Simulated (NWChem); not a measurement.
Species: CH₇GeN; SMILES [GeH3][NH]C

```xyz
10

Ge     0.0322     0.7508    -0.0064
N     -0.5888    -0.9733    -0.0893
C      0.3198    -2.0903     0.0178
H     -1.1885     1.6702    -0.1787
H      0.7520     1.1028     1.3221
H      1.0339     0.9298    -1.1615
H     -1.4536    -1.1222     0.4214
H     -0.1737    -3.0256    -0.2967
H      0.7397    -2.2638     1.0307
H      1.1751    -1.9452    -0.6629
```
Atoms are numbered in this order, from 1.

All runs use the structure optimised with PBE0/def2-SVP.

Task: Give the principal values of the shielding tensors (ppm) of Ge1, N2, C3 from LDA (Slater exchange, VWN5)/pcSseg-1, GIAO (NWChem), with their diamagnetic and paramagnetic parts as GIAO splits them.

Result: 
```json
[
 {"atom": "Ge1", "σ11": "1205.5", "σ22": "1302.2", "σ33": "1611.9", "isotropic": "1373.2", "diamagnetic": "2758.0", "paramagnetic": "-1384.9"},
 {"atom": "N2", "σ11": "214.0", "σ22": "249.5", "σ33": "303.1", "isotropic": "255.5", "diamagnetic": "321.7", "paramagnetic": "-66.2"},
 {"atom": "C3", "σ11": "116.7", "σ22": "130.9", "σ33": "185.4", "isotropic": "144.3", "diamagnetic": "248.3", "paramagnetic": "-104.0"}
]
```
